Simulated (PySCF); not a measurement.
# NMR data sheet: C$_{9}$H$_{11}$B

```yaml
Formula: C9H11B
SMILES: C=CCB1C=CC=CC=C1
InChI: InChI=1S/C9H11B/c1-2-7-10-8-5-3-4-6-9-10/h2-6,8-9H,1,7H2
Point_group_of_the_computed_structure: C1
Carbon_signals: 6
Proton_signals: 7
```

Atom-mapped SMILES (the numbers label the heavy atoms): `[CH2:1]=[CH:2][CH2:3][B:4]1[CH:5]=[CH:6][CH:7]=[CH:8][CH:9]=[CH:10]1` (H(Xn): hydrogen on atom n). Ha(C1) is cis to C3; Hb(C1) is trans to C3.

PySCF 2.14.0 with density-fitted response routines calculation with shieldings: GIAO PBE0/pcSseg-1 and geometry from PBE0-D3(BJ)/def2-SVP; in vacuum, one computed conformer, equivalent nuclei averaged, non-relativistic.

Referencing at the same level of theory: TMS for ¹H (σ = 31.27 ppm) and ¹³C (σ = 184.41 ppm); BF3·OEt2 for ¹¹B (σ = 100.73 ppm).

```tsv
carbon	δC, type	δH (multiplicity)	HMBC from (2–3 bonds)	span of the C tensor (ppm)
C1	120.5, CH2	Ha(C1) 5.27 (m); Hb(C1) 5.40 (m)	H(C2), H(C3)	202
C2	149.6, CH	6.28 (m)	Hb(C1), Ha(C1), H(C3)	252
C3	36.7, CH2	2.56 (d)	H(C5)/H(C10), H(C2), Hb(C1), Ha(C1)	35
C5/C10	161.8, CH	8.19 (d)	H(C5)/H(C10), H(C6)/H(C9), H(C7)/H(C8), H(C3)	285
C6/C9	153.9, CH	8.03 (m)	H(C5)/H(C10), H(C7)/H(C8)	248
C7/C8	142.6, CH	7.42 (m)	H(C5)/H(C10), H(C6)/H(C9), H(C7)/H(C8)	228
```

Other nuclei:
| atoms | nucleus | environment | δ (ppm) | σ (ppm) |
| --- | --- | --- | --- | --- |
| B4 | ¹¹B | boron bonded to 3 C, in a 7-membered ring | 49.9 | 50.8 |

- δC 161.8, 153.9, 149.6, 142.6: alkene CH; the olefinic region.
- δC 120.5: terminal =CH2 carbon; as expected for a trigonal carbon in a double bond.
- δC 36.7: allylic sp3 CH2 bonded to B.
- δH 5.40, 5.27: hydrogen on a terminal =CH2 carbon; olefinic region.
- δH 2.56: hydrogen on an allylic sp3 CH2 bonded to B; allylic position.

A carbon bonded to boron is broadened by the quadrupolar boron nucleus and is often missing from a measured spectrum. Shifts are as computed. Against solution values, carbons near 30 ppm lie about +2 ppm off and those near 130 ppm about +5 ppm. Of 1309 compounds with measured shifts, 239 miss one by over three times the rms of a fit or turn the order of signals round; such compounds aren't used in these exercises. No couplings were computed; multiplicities are counted from neighbouring protons, with m where these are inequivalent, close in shift, in a saturated or five-membered ring or joined by F or P, and br s for small geminal =CH2 splittings.
